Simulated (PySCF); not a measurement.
Cost of response and excited-state runs on `C#CC=C1CCCCC1`, C9H12

Molfile (atoms numbered from 1):
```
C9H12
     RDKit          3D

 21 21  0  0  0  0  0  0  0  0999 V2000
    3.9131    0.1128   -0.8876 C   0  0  0  0  0  0  0  0  0  0  0  0
    2.8465   -0.4295   -0.7778 C   0  0  0  0  0  0  0  0  0  0  0  0
    1.6159   -1.1083   -0.6722 C   0  0  0  0  0  0  0  0  0  0  0  0
    0.5407   -0.6347   -0.0384 C   0  0  0  0  0  0  0  0  0  0  0  0
    0.4926    0.7116    0.6173 C   0  0  0  0  0  0  0  0  0  0  0  0
   -0.6626    1.5334    0.0364 C   0  0  0  0  0  0  0  0  0  0  0  0
   -1.9795    0.7750    0.1706 C   0  0  0  0  0  0  0  0  0  0  0  0
   -1.8889   -0.5713   -0.5405 C   0  0  0  0  0  0  0  0  0  0  0  0
   -0.7422   -1.4034    0.0415 C   0  0  0  0  0  0  0  0  0  0  0  0
    4.8410    0.5932   -0.9777 H   0  0  0  0  0  0  0  0  0  0  0  0
    1.5910   -2.0847   -1.1421 H   0  0  0  0  0  0  0  0  0  0  0  0
    1.4396    1.2352    0.4776 H   0  0  0  0  0  0  0  0  0  0  0  0
    0.3284    0.5814    1.6917 H   0  0  0  0  0  0  0  0  0  0  0  0
   -0.4639    1.7308   -1.0196 H   0  0  0  0  0  0  0  0  0  0  0  0
   -0.7262    2.4943    0.5517 H   0  0  0  0  0  0  0  0  0  0  0  0
   -2.7937    1.3660   -0.2546 H   0  0  0  0  0  0  0  0  0  0  0  0
   -2.2004    0.6133    1.2287 H   0  0  0  0  0  0  0  0  0  0  0  0
   -1.7085   -0.4067   -1.6055 H   0  0  0  0  0  0  0  0  0  0  0  0
   -2.8296   -1.1169   -0.4386 H   0  0  0  0  0  0  0  0  0  0  0  0
   -0.9638   -1.6214    1.0911 H   0  0  0  0  0  0  0  0  0  0  0  0
   -0.6584   -2.3531   -0.4904 H   0  0  0  0  0  0  0  0  0  0  0  0
  1  2  3  0
  2  3  1  0
  3  4  2  3
  4  5  1  0
  5  6  1  0
  6  7  1  0
  7  8  1  0
  8  9  1  0
  9  4  1  0
  1 10  1  0
  3 11  1  0
  5 12  1  0
  5 13  1  0
  6 14  1  0
  6 15  1  0
  7 16  1  0
  7 17  1  0
  8 18  1  0
  8 19  1  0
  9 20  1  0
  9 21  1  0
M  END
```

PySCF with density fitting, on 1 thread of an Arm Neoverse V2, shared host. Command: `OMP_NUM_THREADS=1 python excited_run.py task.json out`

Task: How long does this run take, and how much memory?
- excited states, CAM-B3LYP/def2-SVP; Tamm-Dancoff; spin-orbit couplings; 5 states; 4 triplets; quadratic response for 4 states; writes grids

Result: 
| run | level | basis functions | wall time | peak memory (GiB) |
| --- | --- | --- | --- | --- |
| excited states | CAM-B3LYP/def2-SVP | 186 | 45 s | 0.87 |

Times from a shared host are rough.
